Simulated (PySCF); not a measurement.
**Working out the ionisation energy of V⁺**

V⁺ [Ar] 3d4 (5D) → V²⁺ [Ar] 3d3 (4F). All numbers are calculated (PySCF 2.14, the spin-free X2C one-electron Hamiltonian (Gaussian nucleus), in Sapporo-DKH3-DZP-2012 (6s5p3d1f, 43 functions)). Frozen: [Ar]. Energies in hartree (1 hartree = 27.21139 eV):

| part | V⁺ (lower) | V²⁺ (upper) |
| --- | --- | --- |
| UHF | -947.894359 | -947.409020 |
| MP2 opposite-spin | 0.000000 | 0.000000 |
| MP2 same-spin | -0.037112 | -0.012554 |

**Question.** What does Hartree-Fock give?

**Answer.** (-947.409020) − (-947.894359) = 0.485339 hartree = 13.207 eV.

**Question.** What do MP2 and SCS-MP2 (6/5 opposite-spin, 1/3 same-spin) give?

**Answer.** The opposite-spin parts differ by 0.000 eV and the same-spin parts by 0.668 eV. MP2: 13.207 + (0.000) + (0.668) = 13.875 eV. SCS-MP2: 13.207 + 1.2 × (0.000) + (0.668)/3 = 13.430 eV.

Reference: 14.634 ± 0.007 eV (measured; NIST Atomic Spectra Database, ionization energies), between the lowest levels; spin-orbit coupling is absent from the calculation.

A double-zeta basis recovers only part of the correlation energy.

What remains against the reference includes basis incompleteness, the frozen core and correlation beyond second order.
